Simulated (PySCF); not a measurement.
# What a mistake does to a calculation on AlH3NSi cation

All numbers below are calculated, not measured. They come from PySCF 2.14.0, an open-source quantum chemistry program, on an isolated molecule that a program drew, which may never have been made. The molecule is AlH3NSi cation (charge +1, singlet), drawn as the SMILES string `[AlH]=[N][SiH2+]`.

Each row is a Hartree-Fock (HF) and frozen-core CCSD(T) single point in the cc-pV(D+d)Z basis, meant for a local HF minimum. Run 1 is clean. Each other run has one planted mistake out of seven kinds, and not every kind appears here: one electron removed, one electron added, multiplicity raised by two, geometry at a saddle point, minimal basis STO-3G, one bond length entered in bohr, all coordinates scaled. The reference is restricted for singlets and unrestricted otherwise, and also for a bond in bohr. Adding or removing an electron swaps singlet and doublet. Electrons count all cores. HOMO and LUMO are orbital energies over both spins, the gradient is its largest component, and the lowest frequency (negative if imaginary) is given only where the gradient is small. Bond lengths are over the 5 bonds as drawn. T1 is the CCSD diagnostic: over 0.02 (restricted) or 0.045 (unrestricted) a single reference is doubtful.

Geometry of the clean run:
```xyz
6
AlH3NSi cation, angstrom
Al    1.2323   -0.2430   -1.2160
N     0.9644   -0.1460    0.4230
Si    0.7083   -0.0554    1.9897
H     1.4802   -0.3328   -2.7318
H     1.5911    0.6951    2.8833
H    -0.4263   -0.7166    2.6352
```

| run | electrons | basis functions | <S^2> | HOMO (eV) | LUMO (eV) | gradient (hartree/bohr) | lowest frequency (cm^-1) | mean bond (Å) | longest bond (Å) | T1 | HF (hartree) | CCSD(T) (hartree) | mistake |
|---|---|---|---|---|---|---|---|---|---|---|---|---|---|
| 1 | 36 | 75 | 0.000 | -15.74 | -3.78 | 2.3e-05 | 134 | 1.5437 | 1.664 | 0.0185 | -586.81372 | -587.14776 | no fault |
| 2 | 36 | 75 | 2.017 | -10.60 | -6.30 | 1.4e-01 | - | 1.5437 | 1.664 | 0.0424 | -586.68366 | -586.99426 | multiplicity raised by two |
| 3 | 36 | 26 | 0.000 | -12.46 | 0.51 | 3.5e-02 | - | 1.5437 | 1.664 | 0.0294 | -579.91716 | -580.09355 | ? |
| 4 | 36 | 75 | 0.890 | -15.59 | -5.39 | 1.2e-02 | - | 1.8175 | 2.907 | 0.0535 | -586.72127 | -587.03877 | ? |

**Which mistake was planted in run 3, and what did it cost?**

It has 26 basis functions where the clean run has 75, with the same electrons and geometry. So the mistake is: minimal basis STO-3G. Subtracting run 1 and multiplying by 627.51 kcal/mol a hartree, the energy moved by 4327.7 kcal/mol in HF and 4426.6 kcal/mol in CCSD(T).

**Which mistake was planted in run 4, and what did it cost?**

The mean bond changes by a factor of 1.177 and the longest by 1.747, so the molecule wasn't scaled as a whole. A length L in bohr read as angstrom grows by (1/0.5292 - 1) L = 0.890 L. The 5 bonds together grew by 5 x 0.2738 = 1.369 Å, which gives L = 1.539 Å. That is bond Al1-H4, 1.539 Å in the clean geometry. So the mistake is: one bond length entered in bohr. Subtracting run 1 and multiplying by 627.51 kcal/mol a hartree, the energy moved by 58.0 kcal/mol in HF and 68.4 kcal/mol in CCSD(T).

Cautions from the logs. Run 3: T1 is over the limit, so its CCSD(T) energy is less reliable; run 4: T1 is over the limit, so its CCSD(T) energy is less reliable.
